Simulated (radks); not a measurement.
The numbers below are computed, except where a source is named.
The table gives one normalised radial function P(r) = r R(r) of Ar+ in [Ne] 3s2 3p5 (r in bohr). Code: a radial shooting solver on a logarithmic mesh with Libxc functionals. Model: non-relativistic Kohn-Sham, Slater X-alpha with alpha = 0.552, spin-polarised, spherical densities, point nucleus; open shells are filled with parallel spins first.

r         P
0.004009   0.0028
0.004521   0.0036
0.005097   0.0045
0.005747   0.0057
0.006531   0.0073
0.007364   0.0092
0.008303   0.0116
0.009362   0.0146
0.01056    0.0184
0.0119     0.0231
0.01342    0.0289
0.01513    0.0362
0.01706    0.0453
0.01923    0.0564
0.02169    0.0702
0.02445    0.0871
0.02779    0.1093
0.03133    0.1348
0.03533    0.1655
0.03983    0.2024
0.04491    0.2463
0.05063    0.2983
0.05709    0.3591
0.06437    0.4294
0.07258    0.5099
0.08183    0.6006
0.09226    0.7012
0.104      0.8106
0.1173     0.9269
0.1333     1.0552
0.1503     1.1752
0.1695     1.2896
0.1911     1.3924
0.2154     1.4767
0.2429     1.5358
0.2739     1.5635
0.3088     1.5549
0.3482     1.5073
0.3925     1.4210
0.4426     1.2993
0.499      1.1488
0.5626     0.9786
0.6395     0.7883
0.721      0.6141
0.8129     0.4549
0.9166     0.3186
1.033      0.2098
1.165      0.1290
1.314      0.0735
1.481      0.0384
1.67       0.0183
1.883      0.0079
2.123      0.0030
2.394      0.0010
2.721      0.0003
3.068      0.0001
3.459      0.0000
3.9        0.0000
4.397      0.0000
4.957      0.0000
5.589      0.0000

Which n and l does it have? It may be an empty orbital.

Answer. n = 2, l = 1: the number of nodes gives n - l - 1 = 0, the rise at small r (about r^(l+1)) gives l, and the extent must fit the shell. The curve is that of 2p down; the table hardly tells the two spins apart. 2p down: eigenvalue -234.85 eV, 0 radial nodes, <r> = 0.381 bohr, 90 % of the charge inside 0.632 bohr.
